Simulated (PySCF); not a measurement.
**Telling isomers of C6H11FOSi apart by NMR**

PySCF 2.14 calculation with geometry: GFN2-xTB and shieldings: GIAO PBE0/pcSseg-1; one computed conformer, relativity neglected, no solvent, equivalent nuclei averaged.

Scale: ¹H and ¹³C vs TMS (reference shieldings calculated alike). Splittings of carbon signals by F and P are missing where no couplings were computed. Where no couplings were computed, multiplicities follow the n + 1 count of equivalent neighbours, and m marks all less simple cases (inequivalent or close neighbours, rings, F or P nearby). Shifts are as computed. Against solution values, carbons near 30 ppm lie about +3 ppm off and those near 130 ppm about +5 ppm. Of 1309 compounds with measured shifts, 239 miss one by over three times the rms of a fit or turn the order of signals round; such compounds aren't used in these exercises.

(1) Tabulate the signals of `CC(C)[SiH2]/C(F)=C/C=O`, `CO[SiH2]/C=C/C=C(\C)F`, `C[Si@@H]1C[C@@]12COC[C@@H]2F`, `C[C@@H]1C[C@]12COC[Si@@H]2F`, `CC(C)=C(C=O)C[SiH2]F` and their relative energies.

(2) What is the quickest way to tell CO[SiH2]/C=C/C=C(\C)F from CC(C)=C(C=O)C[SiH2]F?

(3) What is the quickest way to tell C[Si@@H]1C[C@@]12COC[C@@H]2F from CC(C)=C(C=O)C[SiH2]F?

(4) What is the quickest way to tell CO[SiH2]/C=C/C=C(\C)F from C[Si@@H]1C[C@@]12COC[C@@H]2F?

Answers

(1) 
```tsv
SMILES	carbon types	δC	δH	E rel. (kcal/mol)
CC(C)[SiH2]/C(F)=C/C=O	1×C 3×CH 2×CH3	194.2, 189.6, 133.6, 20.7, 16.5	10.48 (m, 1H), 5.78 (m, 1H), 4.41 (m, 2H), 1.28 (m, 1H), 1.22 (m, 6H)	45.5
CO[SiH2]/C=C/C=C(\C)F	1×C 3×CH 2×CH3	173.7, 148.5, 127.7, 118.9, 54.2, 17.0	6.99 (m, 1H), 6.12 (m, 1H), 5.43 (m, 1H), 5.15 (d, 2H), 3.91 (s, 3H), 2.20 (m, 3H)	32.6
C[Si@@H]1C[C@@]12COC[C@@H]2F	1×C 1×CH 3×CH2 1×CH3	99.5, 80.6, 80.1, 28.9, 1.9, -8.8	5.03 (m, 1H), 4.78 (m, 1H), 4.18 (m, 1H), 4.02 (m, 1H), 3.90 (m, 1H), 3.36 (m, 1H), 1.22 (m, 1H), 0.33 (m, 1H), 0.31 (d, 3H)	51.0
C[C@@H]1C[C@]12COC[Si@@H]2F	1×C 1×CH 3×CH2 1×CH3	79.2, 62.7, 23.3, 19.3, 17.4, 15.9	5.09 (m, 1H), 4.02 (m, 1H), 3.99 (m, 1H), 3.54 (m, 1H), 3.50 (m, 1H), 1.32 (m, 1H), 1.15 (d, 3H), 1.06 (m, 1H), 0.30 (m, 1H)	10.8
CC(C)=C(C=O)C[SiH2]F	2×C 1×CH 1×CH2 2×CH3	191.8, 164.3, 138.5, 26.2, 21.8, 19.9	10.42 (s, 1H), 5.11 (m, 2H), 2.41 (s, 3H), 2.18 (s, 3H), 1.93 (m, 2H)	0.0
```

Energies are electronic energies at PBE0/pcSseg-1 on these geometries, without zero-point or thermal terms, each for the one conformer computed, which needn't be the lowest.

(2) Both give the same number of carbon signals, but DEPT or the intensities differ. The first has an alkene CH at 127.7 ppm, the second an allylic sp3 CH2 bonded to Si at 19.9 ppm. Their most deshielded carbons lie at 173.7 and 191.8 ppm. In the proton spectra the most deshielded non-exchanging signals are 6.99 (m, 1H) and 10.42 (s, 1H).

(3) Both give the same number of carbon signals, but DEPT or the intensities differ. The first has an sp3 CH bonded to F at 99.5 ppm, the second an aldehyde carbonyl carbon (CH) at 191.8 ppm. In the proton spectra the most deshielded non-exchanging signals are 5.03 (m, 1H) and 10.42 (s, 1H).

(4) Both give the same number of carbon signals, but DEPT or the intensities differ. The first has a fully substituted alkene carbon (C) at 173.7 ppm, the second an sp3 CH2 bonded to O at 80.6 ppm. Their most deshielded carbons lie at 173.7 and 99.5 ppm. In the proton spectra the most deshielded non-exchanging signals are 6.99 (m, 1H) and 5.03 (m, 1H).
